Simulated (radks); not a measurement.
Results of a calculation; reference values are marked as such.
Ionisation of Dy3+, [Xe] 4f9, to Dy4+, [Xe] 4f8, under several functionals. Non-relativistic Kohn-Sham, spin-polarised, spherical densities, point nucleus; open shells are filled with parallel spins first (spin-orbit coupling, left out, can overturn this in heavy ions); a radial shooting solver on a logarithmic mesh with Libxc functionals.

| functional | E(Dy3+) (hartree) | Exc (hartree) | IE (eV) | -e(HOMO) (eV) | <r> HOMO (bohr) | IE error (eV) |
|---|---|---|---|---|---|---|
| B86b exchange with PBE correlation | -11644.0728 | -252.4150 | 46.738 | 36.707 | 0.7871 | +5.508 |
| exchange-only LDA | -11629.8551 | -238.0551 | 45.056 | 35.086 | 0.7893 | +3.826 |
| revPBE | -11643.4003 | -251.7375 | 46.622 | 36.596 | 0.7874 | +5.392 |
| PBE | -11643.1342 | -251.4666 | 46.712 | 36.684 | 0.7872 | +5.482 |
| LDA (Slater exchange, VWN5 correlation) | -11636.3266 | -244.5965 | 47.215 | 37.157 | 0.7859 | +5.985 |
| SCAN | -11644.2292 | -252.6128 | 45.614 | 35.661 | 0.7896 | +4.384 |
| OLYP | -11647.7602 | -256.2759 | 47.012 | 36.946 | 0.7844 | +5.782 |
| Wu-Cohen GGA | -11642.2992 | -250.6270 | 46.829 | 36.788 | 0.7867 | +5.599 |
| TASK exchange with Perdew-Wang LDA correlation | -11641.6378 | -250.0398 | 45.077 | 35.094 | 0.7872 | +3.847 |

NIST Atomic Spectra Database: 41.2 eV (semi-empirical). Closest: exchange-only LDA. The Delta-SCF values span 2.16 eV, the total energies 17.91 hartree. The highest occupied level is 4f. Relativity is left out here, which matters for elements this heavy. Open shells are spherical and high-spin; term and fine-structure splittings are not resolved. No tabulated value is given for the 4+ ions of Nd, Pm and Eu to Yb, where it belongs to another shell than the one emptied here.
